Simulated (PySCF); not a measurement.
# Correlation energy of Tl (thallium, neutral)

[Xe] 4f14 5d10 6s2 6p1, 2P determinant. All numbers are calculated (PySCF 2.14, the spin-free X2C one-electron Hamiltonian (Gaussian nucleus), in x2c-QZVPPall (16s10p9d6f1g, 142 functions)). Frozen: [Xe] 4f14 5d10; 3 electrons correlated.

MP2 pair energies summed by pair of shells (mhartree):

```tsv
pair	energy	share (%)
6s-6s	-16.62	59.3
6s-6p	-11.43	40.7
```

Total MP2 correlation energy: -28.05 mhartree.

Same-spin part -2.32 and opposite-spin part -25.72 mhartree; SCS-MP2 scales them by 1/3 and 6/5 to -31.64 mhartree.
